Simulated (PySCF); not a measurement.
The dipole of `N#C[Si@@H](C=O)/C=C\CN` from its density and from atomic charges.

Coordinates (GFN2-xTB, Å) and charges (e) from the PBE0/pcSseg-1 density (PySCF):

```csv
atom,x,y,z,Mulliken,IAO,Hirshfeld,ESP-fitted
N1,0.817,3.058,-1.360,-0.2226,-0.2215,-0.2176,-0.4247
C2,0.936,1.932,-1.185,-0.2116,-0.1528,-0.0358,+0.1838
Si3,1.115,0.092,-0.913,+0.9339,+0.8499,+0.3557,+0.3825
C4,1.904,-0.193,0.813,-0.0205,+0.0127,+0.0468,+0.3295
O5,1.693,-1.157,1.505,-0.3582,-0.3800,-0.2134,-0.4047
C6,-0.382,-0.976,-1.304,-0.4486,-0.4409,-0.1452,-0.2840
C7,-1.366,-1.177,-0.441,-0.1181,-0.1028,-0.0212,-0.1844
C8,-1.393,-0.473,0.884,-0.0311,-0.1679,-0.0193,+0.1855
N9,-0.639,0.768,0.766,-0.5170,-0.5169,-0.1488,-0.6706
H10,2.169,-0.282,-1.890,-0.0661,-0.1408,-0.0892,-0.1337
H11,2.586,0.599,1.194,+0.1016,+0.0968,+0.0343,-0.0078
H12,-0.392,-1.505,-2.245,+0.1283,+0.1653,+0.0486,+0.1560
H13,-2.183,-1.859,-0.636,+0.1096,+0.1544,+0.0565,+0.1422
H14,-0.894,-1.108,1.625,+0.1695,+0.1730,+0.0509,+0.0728
H15,-2.428,-0.315,1.216,+0.1334,+0.1362,+0.0453,+0.0255
H16,-1.189,1.477,0.290,+0.2137,+0.2695,+0.1233,+0.3372
H17,-0.360,1.130,1.670,+0.2039,+0.2658,+0.1291,+0.2951
```

What dipole does each set of charges give (1 e·Å = 4.803 D), and what does the density give?

The full density gives (-2.86, -1.60, 1.46) D, 3.59 D in size; dipole vectors point from the negative to the positive end.

| scheme | μx | μy | μz | size (D) | share of the full size (%) | angle to the full dipole (°) |
| --- | --- | --- | --- | --- | --- | --- |
| Mulliken | -1.20 | -1.88 | 0.42 | 2.27 | 63 | 30 |
| IAO | -2.31 | -0.95 | 0.49 | 2.54 | 71 | 14 |
| Hirshfeld | -2.29 | -1.33 | 1.21 | 2.91 | 81 | 1 |
| ESP-fitted | -2.84 | -1.61 | 1.51 | 3.60 | 100 | 1 |

Which set comes closest?

Length of the difference vector: ESP-fitted 0.06 D, Hirshfeld 0.68 D, IAO 1.29 D, Mulliken 1.98 D. Closest: ESP-fitted. ESP charges are fitted to the potential around the molecule, whose slowest-falling term is the dipole's. The schemes that divide the density aren't constrained to reproduce the dipole.

What is left for the Hirshfeld atoms' own dipoles?

The shares of the density sum to the whole, so what Σ q r misses lies in dipoles about the nuclei. The atomic dipoles sum to (-2.86, -1.60, 1.46) − (-2.29, -1.33, 1.21) = (-0.57, -0.27, 0.25) D, 0.68 D in size.

With the origin at the mean of the coordinates, (0.000, 0.001, -0.001) Å, which are the largest single terms, by size, of the ESP-fitted dipole along the direction of the full one?

N1 +5.24, Si3 -2.39, C2 -1.85, C4 -1.74, H13 +1.58 D; all 17 atoms together +3.59 D. The single terms depend on the origin, their sum doesn't.

Give the size of the full dipole in other units.

3.59 D = 1.411 au = 0.747 e·Å = 11.96 × 10⁻³⁰ C·m.

Isolated species at its GFN2-xTB geometry (one conformer only).

Shape of the structure used: `[N:1]#[C:2][Si@@H:3]([CH:4]=[O:5])/[CH:6]=[CH:7]\[CH2:8][NH2:9]`: C2–Si3–C4–O5 150°, C2–Si3–C6–C7 -84°, C6–C7–C8–N9 26°, H–N9–C8–C7 78°, H–N9–C8–C7 -161°.
